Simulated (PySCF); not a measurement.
An unknown is described by computed data only.

Elements present: B, C, H and O. Monoisotopic mass: 138.0852 u.

* Triplet: lowest triplet excitation (Tamm–Dancoff): 5.36 eV [TDA B3LYP/def2-SVPD]
* 13C NMR: chemical shifts (computed TMS as zero) by class: 87.6 (1 C), 71.5 (1 C), 69.6 (2 C), 23.3 (1 C), 20.4 (1 C), 16.0 (1 C) ppm [GIAO B3LYP/pcSseg-1]
* Rotational structure: rotational constants A, B, C: 3.468, 0.669, 0.580 GHz [PBE0-D3(BJ)/def2-SVP]
* UV, first state: lowest singlet excitation: 6.38 eV (194 nm, f = 0.001) [TDDFT B3LYP/def2-SVPD]
* NMR, other nuclei: isotropic shieldings of nuclei other than C and H, by class: 63 (1 B), 202 (2 O) ppm [GIAO B3LYP/pcSseg-1]
* Polarisability: 100.2 au [B3LYP/def2-SVPD]
* Dipole: 2.82 D [B3LYP/def2-SVPD]
* 1H NMR: chemical shifts (computed TMS as zero) by class: 4.15 (2 H), 4.14 (2 H), 2.65 (1 H), 1.84 (1 H), 1.70 (1 H), 1.18 (3 H), 0.90 (1 H) ppm [GIAO B3LYP/pcSseg-1]
* UV, strongest line: among the 10 lowest singlet transitions: S9 at 7.45 eV (166 nm, f = 0.027) [TDDFT B3LYP/def2-SVPD]
* Valence photoelectron: vertical ionisation energy: 9.68 eV [ΔSCF B3LYP/def2-SVPD]

The electronic properties come from PySCF, for the isolated species, density fitting. Levels stand in brackets. The structure is a single PBE0-D3(BJ)/def2-SVP conformer in the gas phase; no vibrational or solvent corrections. Each NMR value is the plain mean over a class of atoms that symmetry, rotation or inversion makes alike.

Question: Which formula fits the mass and the elements?

Answer: C7H11BO2 (calculated 138.0852). No other formula that holds each of these elements comes within 0.0003 u with a fitting electron parity and a possible valence count.

Question: Give a SMILES that accounts for the data.

Answer: Numbering: `[CH:1]#[C:2][CH2:3][C@@H:4]([CH3:5])[B:6]1[O:7][CH2:8][CH2:9][O:10]1`. 7 carbons fall into 6 classes; from least to most shielded: alkyne carbon [C2] (87.6 ppm), terminal alkyne carbon [C1] (71.5 ppm), ring sp3 carbon bound to oxygen [C8/C9] (69.6 ppm, 2 C), propargylic carbon [C3] (23.3 ppm), chain sp3 carbon bound to boron [C4] (20.4 ppm), methyl carbon [C5] (16.0 ppm). Hydrogen classes from least to most shielded: 2 H on 2 like atoms (sp3 carbon bound to oxygen), C8/C9 (4.15 ppm), 2 H on 2 like atoms (sp3 carbon bound to oxygen), C8/C9 (4.14 ppm), 1 H on a propargylic carbon, C3 (2.65 ppm), 1 H on a propargylic carbon, C3 (1.84 ppm), 1 H on a terminal alkyne carbon, C1 (1.70 ppm), 3 H on a methyl carbon, C5 (1.18 ppm, a mean of values up to 1.2 ppm apart in this geometry), 1 H on an sp3 carbon bound to boron, C4 (0.90 ppm). The other shieldings belong to: 63 ppm, three-coordinate boron [B6]; 202 ppm, boron-bound oxygen [O7/O10]. The optimised geometry has point group C1 and is an asymmetric top. Structure: `C#CC[C@@H](C)B1OCCO1`. Computed isomers that give other values at the same levels: `[BH2-]1OC=CC(C2CCC2)=[O+]1` (smallest rotational constant: 0.749 GHz; this holds for the one conformer computed); `C#C[C@H](C)B1OCCCO1` (13C chemical shifts (computed TMS as zero) by class: 89.7 (1 C), 69.7 (1 C), 64.9 (2 C), 30.9 (1 C), 17.4 (1 C), 14.5 (1 C) ppm); `C#C[C@H](CC=C)CB(O)O` (13C chemical shifts (computed TMS as zero) by class: 149.4 (1 C), 125.6 (1 C), 93.2 (1 C), 70.4 (1 C), 48.1 (1 C), 28.4 (1 C), 23.9 (1 C) ppm). The assignments are read from this structure; whether some other isomer fits the data as well wasn't checked. The mirror image fits equally.

The values belong to the conformer `[CH:1]#[C:2][CH2:3][C@@H:4]([CH3:5])[B:6]1[O:7][CH2:8][CH2:9][O:10]1`: C2–C3–C4–C5 61°, C3–C4–B6–O7 14°.
